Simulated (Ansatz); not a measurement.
Hg₆Te₃Br₆: single points at one geometry.

```yaml
crystal:
  periodic: [false, false, false]
  atoms:
    - {symbol: Hg, position_ang: [2.534961, 1.268876, 0.851386]}
    - {symbol: Hg, position_ang: [-0.036960, 0.224782, -1.855310]}
    - {symbol: Hg, position_ang: [1.113447, -3.403800, -2.096112]}
    - {symbol: Hg, position_ang: [-2.235964, -2.269956, -0.623523]}
    - {symbol: Hg, position_ang: [-0.627834, 3.553531, -0.041667]}
    - {symbol: Hg, position_ang: [-1.512922, -0.130699, 2.064399]}
    - {symbol: Te, position_ang: [-3.109301, -2.293250, 1.916078]}
    - {symbol: Te, position_ang: [1.525385, 2.486582, -1.401764]}
    - {symbol: Te, position_ang: [-1.033111, -2.099433, -3.140170]}
    - {symbol: Br, position_ang: [-0.068033, 1.900977, 2.656265]}
    - {symbol: Br, position_ang: [0.989970, -1.399266, 0.361054]}
    - {symbol: Br, position_ang: [-2.223567, 5.220876, 0.867051]}
    - {symbol: Br, position_ang: [3.050255, -4.814271, -1.523766]}
    - {symbol: Br, position_ang: [4.086330, 0.618230, 2.669491]}
    - {symbol: Br, position_ang: [-2.452656, 1.136829, -0.703403]}
basis:
  gaussian: {orbitals: def2-SVP, fitting: {mean_field: def2-universal-jkfit}, initial_orbitals: start.molden}
hamiltonian: {xc: {name: BHLYP}, dispersion: d4}
scf: {omitted_lower_state_checks: [starts]}
output: {orbitals: {seedname: orbitals}}
```

The file start.molden holds the orbitals of an earlier run on this structure, at another level or in another basis.

```sh
$ ansatz run in.yaml --threads 2 --pin off --events-out ev --progress --plain --max-ram 32768MiB --backend cuda --devices 0, --max-vram 18GiB
```

It prints (some lines left out):

```
Functional definition: BHLYP
  name "BHLYP"
  cite "Becke, J. Chem. Phys. 98, 1372 (1993) doi:10.1063/1.464304"
  cite "Becke, Phys. Rev. A 38, 3098 (1988) doi:10.1103/PhysRevA.38.3098"
  cite "Lee, Yang & Parr, Phys. Rev. B 37, 785 (1988) doi:10.1103/PhysRevB.37.785"
  parameter a = 0.5
  exchange = (1 - a)*b88_x + a*exact_x
  correlation = lyp_c
these checks for a lower state are left out or cut short: starts
3732 factors; integrals over basis functions are off by at most 9.0e-3 eV
mean field evaluation 1: about -467150.3525 eV, gradient 1.6e1 eV
mean field evaluation 2: about -467150.7393 eV, gradient 4.9e-1 eV
mean field evaluation 4: about -467150.7416 eV, gradient 2.1e-2 eV
mean field -467150.74164251 eV, -17167.4731092168 hartree, gradient 2.6e-5 eV, S^2 0.000000; 0 other end points of the search recorded, 0 dependent functions left out
reference -467150.74197340 eV, -17167.4731213766 hartree; 201, 201 occupied and 261, 261 virtual orbitals, 3732 factors
Total energy: -467153.95337820 eV, -17167.5911383264 hartree
Checks for a lower state left out: starts
```

It took 5.5 s on 2 threads of AMD EPYC 7R13 on a shared host and a share (18 GiB) of an NVIDIA H100 80GB HBM3, peak host memory 1 GiB.

First input, but with `hamiltonian: {xc: r2scan, dispersion: d4}` (abridged; 7.5 s):

```
Functional definition: r2SCAN
mean field -467198.01954959 eV, -17169.2105402560 hartree, gradient 1.4e-5 eV, S^2 0.000000
Total energy: -467198.47797779 eV, -17169.2273871815 hartree
Checks for a lower state left out: starts
```

As the first input, with `hamiltonian: {xc: pbe, dispersion: d4}`, `output: {forces: true, orbitals: {seedname: orbitals}}` (abridged; 8.5 s):

```
Functional definition: PBE
mean field -467120.91965870 eV, -17166.3771715258 hartree, gradient 1.5e-5 eV, S^2 0.000000
Total energy: -467122.72491815 eV, -17166.4435135869 hartree
Atom 0 force    -0.000136     0.001530     0.002489 eV/Å
Atom 1 force     0.001250    -0.001255    -0.001123 eV/Å
Atom 2 force    -0.013627     0.008334    -0.002480 eV/Å
Atom 3 force     0.001290    -0.004959    -0.002191 eV/Å
Atom 4 force     0.002992     0.002137     0.004881 eV/Å
Atom 5 force     0.002626     0.005350     0.008167 eV/Å
Atom 6 force     0.002501     0.001348    -0.004966 eV/Å
Atom 7 force    -0.004596    -0.000219    -0.000746 eV/Å
Atom 8 force    -0.000201    -0.005097    -0.002478 eV/Å
Atom 9 force    -0.000780    -0.005198    -0.003802 eV/Å
Atom 10 force    -0.002041     0.000449     0.006649 eV/Å
Atom 11 force     0.000588    -0.000374    -0.001618 eV/Å
Atom 12 force     0.007210    -0.004151     0.000664 eV/Å
Atom 13 force    -0.002087     0.001813    -0.001643 eV/Å
Atom 14 force     0.005011     0.000294    -0.001804 eV/Å
Dipole moment:    -0.349605    -0.488267    -1.148364 e Å
Checks for a lower state left out: starts
```

First input, but with `hamiltonian: {xc: pbe0, dispersion: d4}` (abridged; 8.5 s):

```
Functional definition: PBE0
mean field -467130.67044904 eV, -17166.7355064614 hartree, gradient 1.3e-5 eV, S^2 0.000000
Total energy: -467132.31498935 eV, -17166.7959422031 hartree
Checks for a lower state left out: starts
```

As the first input, with `gaussian: {orbitals: def2-TZVP, fitting: {mean_field: def2-universal-jkfit}, initial_orbitals: start.molden}`, `hamiltonian: {xc: pbe, dispersion: d4}` (abridged; 10 s):

```
Functional definition: PBE
mean field -467174.61999058 eV, -17168.3506223230 hartree, gradient 1.5e-5 eV, S^2 0.000000
Total energy: -467176.42526190 eV, -17168.4169648202 hartree
Checks for a lower state left out: starts
```

The first input with `gaussian: {orbitals: def2-SVP, initial_orbitals: start.molden}`, `correlation: {method: mp2}` and without the key `hamiltonian` (abridged; 13 s):

```
Functional definition: HF
mean field -466652.49276299 eV, -17149.1628006196 hartree, gradient 1.7e-6 eV, S^2 0.000000
66 core orbitals not correlated, not the lowest: weight in the atoms' cores, before any rotation towards them, 1.000 or more for the frozen orbitals, at most 0.000 for the correlated occupied ones
second order -108.98969857 eV of doubles, -0.00000000 eV of singles
Total energy: -466761.48246156 eV, -17153.1680981661 hartree
Checks for a lower state left out: starts
```

First input, but with `gaussian: {orbitals: def2-SVP, initial_orbitals: start.molden}`, `hamiltonian: {xc: pbe}`, `correlation: {method: rpa}` and without the key `output` (abridged; 16 s):

```
Functional definition: PBE
mean field -467120.91329661 eV, -17166.3769377234 hartree, gradient 2.7e-6 eV, S^2 0.000000
66 core orbitals not correlated, not the lowest: weight in the atoms' cores, before any rotation towards them, 1.000 or more for the frozen orbitals, at most 0.000 for the correlated occupied ones
Total energy: -466791.36130501 eV, -17154.2661254102 hartree
Checks for a lower state left out: starts
```

Geometry: PBE-D4/def2-SVP.

In the def2 sets Hg, Te take a core potential; there is no spin–orbit coupling. Correlated methods freeze 66 core orbitals; core or outer-core shells of Hg, Te, Br are correlated, in sets that lack core-valence functions. Single mean-field runs in def2-SVP, def2-TZVP are fitted with def2-universal-jkfit. The structure comes from a short search, and lower isomers may exist.
